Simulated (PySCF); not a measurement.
**A small calculation by hand: entropy of an ideal gas**

HNP, SMILES [NH+]#P, charge +1.

The structure is a stationary point at PBE-D3(BJ)/def2-TZVPD. The isomer is the one that the SMILES or the coordinates give; other isomers of the formula were not compared.

PBE-D3(BJ)/def2-TZVPD in PySCF gives the harmonic wavenumbers 662, 662, 1393, 3500 cm⁻¹ and the rotational temperature 0.9739 K. The molar mass is 45.99 g/mol, the symmetry number 1, the spin multiplicity 1.

**Question.** Work out the entropy at 298.15 K and 1 atm in the rigid-rotor, harmonic-oscillator model.

**Answer.** 
Translation (Sackur–Tetrode at 1 atm): S = R[1.5 ln M + 2.5 ln T − 1.16487] = 156.5 J/(mol K).
Rotation: q = T/(σ θ) = 306, S = R[ln q + 1] = 55.9 J/(mol K).
Vibration: with u = 1.4388 ν/T, each mode gives R[u/(e^u − 1) − ln(1 − e^−u)]:
```json
[
 {"ν (cm⁻¹)": "662", "modes": "2", "u": "3.19", "S (J/(mol K))": "2.97"},
 {"ν (cm⁻¹)": "1393", "modes": "1", "u": "6.72", "S (J/(mol K))": "0.08"}
]
```
The stiffer modes add less than 0.005 each. Sum 3.0 J/(mol K).
Spin: R ln 1 = 0.0 J/(mol K).
Total 215.4 J/(mol K); the program's own thermochemistry gives 215.4. Translation makes up 73 % and vibration 1 %. Anharmonicity, hindered rotation and orbital degeneracy are left out.
